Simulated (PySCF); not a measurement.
O2Si, SMILES O=[Si]=O. Geometry optimised at PBE-D3(BJ)/def2-TZVP.

These are PBE-D3(BJ)/def2-TZVP run with PySCF values and carry that method's errors.

Harmonic wavenumbers (cm⁻¹): 274, 274, 956, 1392. Rotational constants (GHz): 6.772 (linear); symmetry number 2.

Q: Work out the zero-point energy and the ideal-gas rigid-rotor harmonic-oscillator thermochemistry at 298.15 K and 1 atm.

A: ZPE = ½ Σ hcν = ½ × 2896 cm⁻¹ = 4.14 kcal/mol. H − E(el) = 6.81 kcal/mol. Entropy in cal/(mol K): translation 38.20, rotation 14.17, vibration 3.27, total 55.64. G − E(el) = -9.77 kcal/mol. Cp = 10.94 cal/(mol K).
